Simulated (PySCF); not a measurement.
Si(Cl)(F)(GeH3)2, H6ClFGe2Si, SMILES F[Si](Cl)([GeH3])[GeH3] (PBE0/def2-SVP optimised geometry):

```
11

F      1.948    -1.494     0.000
Si     0.317    -1.494     0.000
Cl    -0.288    -2.352    -1.790
Ge    -0.411     0.776     0.000
Ge    -0.413    -2.910     1.772
H     -1.948     0.814    -0.043
H      0.073     1.491     1.274
H      0.154     1.494    -1.237
H      0.173    -4.319     1.581
H     -1.950    -2.989     1.754
H      0.044    -2.343     3.128
```

Calculation: PBE0/def2-TZVP (PySCF).

Task: What are the frontier orbital energies and the dipole moment?

Result: HOMO-2 -9.69 eV, HOMO-1 -9.39 eV, HOMO -7.78 eV, LUMO -0.85 eV, LUMO+1 -0.59 eV; dipole moment 1.67 D.

On the same geometry PBE/def2-TZVP (PySCF) gives HOMO-2 -8.32 eV, HOMO-1 -8.05 eV, HOMO -6.68 eV, LUMO -1.64 eV, LUMO+1 -1.39 eV; dipole moment 1.52 D.

Meta-Löwdin charges at PBE0/def2-TZVP: F1 -0.50, Si2 0.81, Cl3 -0.29, Ge4 0.09, Ge5 0.09, H6 -0.03, H7 -0.04, H8 -0.03, H9 -0.03, H10 -0.03, H11 -0.04.
